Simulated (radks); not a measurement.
Q: All-electron atom: Ho I in [Xe] 4f11 6s2 (the NIST ground configuration). Method: Dirac Kohn-Sham, PBEsol, spin-unpolarised, spherical densities, point nucleus; open shells fill j = l - 1/2 first; computed with a radial shooting solver on a logarithmic mesh with Libxc functionals. Some entries of the table are withheld. Estimate them.

orbital,occ.,eigenvalue (eV),<r> (bohr)
1s1/2,2,-55414.50,0.02074
2s1/2,2,-9263.855,0.08755
2p1/2,2,-8817.370,0.07291
2p3/2,4,-7960.909,0.08008
3s1/2,2,-2068.563,0.2295
3p1/2,2,-1873.265,0.2192
3p3/2,4,-1694.407,0.2327
3d3/2,4,-1359.524,(1)
3d5/2,6,-1320.434,(2)
4s1/2,2,-408.2245,0.5189
4p1/2,2,-330.7257,0.5286
4p3/2,4,-290.5456,0.5598
4d3/2,4,-162.9867,0.5903
4d5/2,6,-155.6985,0.6014
5s1/2,2,-50.3001,1.278
5p1/2,2,-29.4507,1.446
5p3/2,4,-24.4274,1.557
6s1/2,2,-3.8071,4.049
4f5/2,6,-3.6447,(3)
4f7/2,5,-2.6699,(4)
6p1/2,0,(5),5.557
5d3/2,0,-1.1786,3.424
6p3/2,0,(6),5.983
5d5/2,0,-0.9887,3.635

A: 
(1) 3d3/2 <r> (bohr): 0.2054
(2) 3d5/2 <r> (bohr): 0.2096
(3) 4f5/2 <r> (bohr): 0.8457
(4) 4f7/2 <r> (bohr): 0.8696
(5) 6p1/2 eigenvalue (eV): -1.2942
(6) 6p3/2 eigenvalue (eV): -1.0629
